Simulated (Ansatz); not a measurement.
Ge(F)(Cl)2(NH2) (Cl2FGeH2N), SMILES [NH2][Ge]([F])([Cl])[Cl].

Coordinates come from a B3LYP-D3(BJ)/def2-SVP optimisation. The structure was generated by enumeration, and PubChem lists no compound with its InChIKey, so it may never have been made. The values are those of a single conformer.

Two levels are set side by side: PBE/def2-SVPD (Ansatz, a quantum-chemistry and plane-wave program) and CAM-B3LYP/def2-SVPD (Ansatz). Energy differences of separate SCF runs at the same geometry; the states with an electron removed or added have multiplicity 2 and 2. Differences are taken from unrounded values.

```json
[
 {"quantity": "vertical ionisation energy (eV)", "PBE": "10.53"},
 {"quantity": "vertical singlet–triplet gap (eV)", "PBE": "5.10"}
]
```

Task: These are the PBE values. What does CAM-B3LYP give? (Estimate from the structure and the level; the computed values follow.)

Result: 
```csv
quantity,CAM-B3LYP,PBE minus CAM-B3LYP
vertical ionisation energy (eV),11.18,-0.64
vertical singlet–triplet gap (eV),5.84,-0.73
```
